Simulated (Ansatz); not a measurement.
`[CH3][Ga]([SH])[Br]` + CH₃OH → `C[O][Ga]([SH])[Br]` + CH₄ at 298.15 K and 1 bar (ligand exchange at a Ga–C bond).

Program: Ansatz. Geometries: PBE0-D4/def2-TZVP. ΔE: electronic, gas phase. CCSD(T)/CBS is the MP2 limit (def2-TZVPP, def2-QZVPP) plus CCSD(T) − MP2 in def2-TZVPP, frozen cores. This one scheme is used for every species. For Br, Ga outer-core shells are correlated without core-valence functions, which leaves a few kJ/mol of doubt a bond. Scalar relativity is left out up to krypton. One conformer a species, not always the lowest.

```json
{"species": "`[CH3][Ga]([SH])[Br]`", "CCSD(T)/CBS energy (Eh)": "-4935.60396", "H − E (kJ/mol)": "143.9", "S (J/(mol·K))": "377.2"}
{"species": "CH₃OH", "CCSD(T)/CBS energy (Eh)": "-115.61712", "H − E (kJ/mol)": "146.3", "S (J/(mol·K))": "238.2"}
{"species": "`C[O][Ga]([SH])[Br]`", "CCSD(T)/CBS energy (Eh)": "-5010.78068", "H − E (kJ/mol)": "162.1", "S (J/(mol·K))": "401.3"}
{"species": "CH₄", "CCSD(T)/CBS energy (Eh)": "-40.46206", "H − E (kJ/mol)": "127.4", "S (J/(mol·K))": "186.2"}
```

H − E and S are ideal-gas, rigid-rotor, harmonic terms from PBE0-D4/def2-TZVP, for one conformer and one mirror image of each species. 1 Eh = 2625.50 kJ/mol, R = 8.31446 J/(mol·K).

Problem. By hand: ΔE, ΔH, ΔS and ΔG.

Solution. ΔE = (-5010.78068) + (-40.46206) − (-4935.60396) − (-115.61712) = -0.02166 Eh = -56.9 kJ/mol. Δ(H − E) = 162.1 + 127.4 − 143.9 − 146.3 = -0.7, so ΔH = -57.6 kJ/mol. ΔS = 401.3 + 186.2 − 377.2 − 238.2 = -27.9 J/(mol·K). ΔG = -57.6 − 298.15 × (-27.9)/1000 = -49.3 kJ/mol.

Problem. By hand: the equilibrium constant, and the temperature at which ΔG would vanish if ΔH and ΔS stayed fixed.

Solution. log₁₀ K = −ΔG/(RT ln 10) = 8.6. ΔG = 0 at ΔH/ΔS = 2065 K.

ΔH outweighs TΔS. A doubt of 5 kJ/mol in ΔE shifts log₁₀ K by 0.9 here. Other conformers and mirror images would add mixing entropy, several J/(mol·K) or more a flexible species. Modes under 60 cm⁻¹, often nearly free rotors, make the harmonic entropy too high. These are equilibria of isolated gas molecules and say nothing of rates. Largest T1 diagnostic: 0.012 (customary marks: 0.02 for closed shells, 0.045 for open ones).
